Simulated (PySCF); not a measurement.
PySCF 2.14 output of an unrestricted PBE0 calculation on a single atom or ion in aug-cc-pwCVTZ (10s9p7d4f3g, 127 functions), with the non-relativistic Hamiltonian (point nucleus):

```
SCF conv_tol = 1e-09
number electrons alpha = 13  beta = 9
    C. Adamo and V. Barone.,  J. Chem. Phys. 110, 6158 (1999)
    M. Ernzerhof and G. E. Scuseria.,  J. Chem. Phys. 110, 5029 (1999)
cycle= 1 E= -1042.93965854258  delta_E= -0.00909  |g|= 0.015  |ddm|= 1.42
cycle= 2 E= -1042.93973351227  delta_E= -7.5e-05  |g|= 0.00638  |ddm|= 0.561
cycle= 3 E= -1042.93974004742  delta_E= -6.54e-06  |g|= 0.00224  |ddm|= 0.0999
cycle= 4 E= -1042.93974091643  delta_E= -8.69e-07  |g|= 0.000117  |ddm|= 0.0455
cycle= 5 E= -1042.93974092635  delta_E= -9.92e-09  |g|= 2.38e-05  |ddm|= 0.0109
cycle= 6 E= -1042.93974092652  delta_E= -1.75e-10  |g|= 8.93e-07  |ddm|= 0.00121
converged SCF energy = -1042.93974092652  <S^2> = 6.0007606  2S+1 = 5.0003042
```

The run itself started from symmetry-adapted Hartree-Fock orbitals and held the occupation by maximum overlap, on a logarithmic radial grid, so the iterations belong to that start.

Q: Which element, charge and spin multiplicity is this?

A: Cr²⁺ (chromium, charge +2), multiplicity 5; the state was [Ar] 3d3 4p1, one real determinant (an excited configuration).

⟨L²⟩ = 14.01 against 20 for a pure G term, so this real determinant mixes terms.
